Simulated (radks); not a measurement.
Q: Radial electron density D(r) = 4 pi r^2 rho(r) of an atom or ion with 3 electrons. All-electron calculation, non-relativistic Kohn-Sham, r2SCAN, spin-polarised, spherical densities, point nucleus; meta-GGA in the generalised Kohn-Sham scheme. Program: a radial shooting solver on a logarithmic mesh with Libxc functionals.

| r (bohr) | D(r) (e/bohr) | spin D(r) |
|---|---|---|
| 0.01679 | 0.8462 | 0.0376 |
| 0.02034 | 1.174 | 0.0520 |
| 0.02484 | 1.630 | 0.0720 |
| 0.0301 | 2.200 | 0.0968 |
| 0.03677 | 2.951 | 0.129 |
| 0.04455 | 3.828 | 0.166 |
| 0.05441 | 4.882 | 0.208 |
| 0.06593 | 5.970 | 0.248 |
| 0.08053 | 7.069 | 0.283 |
| 0.09758 | 7.929 | 0.299 |
| 0.1192 | 8.418 | 0.286 |
| 0.1444 | 8.318 | 0.237 |
| 0.1764 | 7.527 | 0.151 |
| 0.2137 | 6.182 | 0.0577 |
| 0.261 | 4.456 | -0.00392 |
| 0.3163 | 2.883 | 0.0326 |
| 0.3863 | 1.720 | 0.227 |
| 0.4681 | 1.212 | 0.562 |
| 0.5717 | 1.174 | 0.963 |
| 0.6927 | 1.283 | 1.23 |
| 0.8461 | 1.233 | 1.22 |
| 1.025 | 0.9420 | 0.941 |
| 1.252 | 0.5305 | 0.530 |
| 1.517 | 0.2197 | 0.220 |
| 1.853 | 0.05855 | 0.0585 |
| 2.245 | 0.01040 | 0.0104 |
| 2.743 | 0.0009756 | 0.000976 |

What is the nuclear charge?

A: Z = 8. The innermost maximum, from 1s, lies near 1/Z = 0.125 bohr (found: 0.127), and its height grows with Z. The density is that of the oxygen ion O5+ in [He] 2s1; the configuration itself is not fixed sharply by these data. D(r) has 2 maxima, at r = 0.127, 0.739 bohr, and minima at 0.524 bohr, inside which lie 2.09 electrons.
